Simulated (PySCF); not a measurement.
How methods differ on the ionisation energy of Ga

Ga [Ar] 3d10 4s2 4p1 (2P) → Ga⁺ [Ar] 3d10 4s2 (1S), as a difference of total energies. Computed with PySCF 2.14 in pcseg-2 (6s5p3d1f, 43 functions), with no relativity, point nucleus. Correlated levels: valence: [Ar] 3d10 frozen. The calculations carry no spin-orbit coupling.

```
           method  ionisation energy (eV)
              UHF                   5.582
             PBE0                   6.032
            M06-L                   5.817
    MP2 (valence)                   5.788
SCS-MP2 (valence)                   5.771
   CCSD (valence)                   5.852
CCSD(T) (valence)                   5.875
```

Task: How much does correlation contribute at CCSD(T) (valence)?

Result: 5.875 − (5.582) = 0.293 eV, measured against UHF.

These non-relativistic numbers lack the scalar-relativistic shift.

Errors of the correlated levels include the incompleteness of this basis and the frozen core.

For comparison: 5.931 eV (measured; NIST levels, between the centres of gravity of the two terms).
